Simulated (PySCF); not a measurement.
Zn (zinc, neutral): UHF calculation

Configuration: [Ar] 3d9 4s2 5s1, high-spin 3D determinant (an excited configuration). Calculation: PySCF 2.14, in aug-cc-pVQZ-DK (9s8p6d4f3g2h, 140 functions); scalar relativity by spin-free X2C-1e.

- Total energy: -1793.834425 hartree
- One-electron energy: -2490.5977 hartree
- Hartree (Coulomb) energy: 766.9012 hartree
- Exchange energy: -70.1379 hartree
- ⟨S²⟩: 2.0016
- ⟨L²⟩: 6.014
- Sum of ⟨r⟩: 27.16 bohr
- Sum of ⟨r²⟩: 90.44 bohr²
- Traceless quadrupole moment −½Σ⟨3z² − r²⟩ along its main axis: -0.144 e·bohr²
- Langevin diamagnetic susceptibility: -71.6 ×10⁻⁶ cm³/mol

| shell | electrons | mean orbital energy (eV) | spread (eV) | rms radius, mean of both spins (bohr) |
| --- | --- | --- | --- | --- |
| 1s α | 1 | -9743.0 | 0 | 0.0580 |
| 1s β | 1 | -9743.0 | 0 | 0.0580 |
| 2s α | 1 | -1248.7 | 0 | 0.244 |
| 2s β | 1 | -1247.4 | 0 | 0.244 |
| 2p α | 3 | -1080.0 | 1.330 | 0.219 |
| 2p β | 3 | -1078.8 | 0.075 | 0.219 |
| 3s α | 1 | -172.95 | 0 | 0.726 |
| 3s β | 1 | -169.81 | 0 | 0.726 |
| 3p α | 3 | -120.41 | 2.578 | 0.768 |
| 3p β | 3 | -116.69 | 1.810 | 0.768 |
| 3d α | 5 | -35.082 | 3.121 | 0.933 |
| 3d β | 4 | -33.286 | 2.411 | 0.933 |
| 4s α | 1 | -14.804 | 0 | 2.54 |
| 4s β | 1 | -14.365 | 0 | 2.54 |
| 5s α | 1 | -2.680 | 0 | 8.04 |

The outer electron is Rydberg-like, and this basis confines it to a smaller radius and binds it less than a complete one would.

Densities and radii are taken from the X2C orbitals without a picture-change correction, which distorts them close to the nucleus.

Spin-orbit constants ζ (cm⁻¹) from the X2C one-electron operator on these orbitals: bare nucleus, nucleus screened by l(l+1)(2l+1)/3 electrons, and screened by the Breit-Pauli mean field of the electrons.

```tsv
shell	bare	screened nucleus	mean field
2p	133800	124900	n/a
3p	17250	16100	n/a
3d	1809	1206	n/a
```

To first order the Landé constant is A = -603.1 cm⁻¹, so the lowest level has J = 3 and lies 0.150 eV below the centre of the term. This holds in LS coupling only.
